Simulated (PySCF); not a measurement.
Method: r2SCAN-D4/def2-TZVP (PySCF 2.14.0). Isolated molecules, 0 K electronic values unless said otherwise. Excitations are Tamm–Dancoff values on a coarser integration grid. The basis has no diffuse functions, so Rydberg states are missing or too high.

Reference species (SMILES): `[O]=[SnH2]` (neutral, multiplicity 1).

```json
{
 "T1 excitation (TDA)": "2.56 eV",
 "hole reorganisation energy (four-point)": "0.567 eV",
 "HOMO": "-6.13 eV"
}
```

After one change: the T1 excitation (TDA) rises by 1.84 eV; the hole reorganisation energy (four-point) increases by 1.067 eV; the HOMO drops by 0.45 eV.

Q: Name the change that produced these shifts. The new species is one of these.
(A) `[SiH2]=[Se]`
(B) `C=O`
(C) `C=N`
(D) `C=[Se]`

A: C, `C=N`
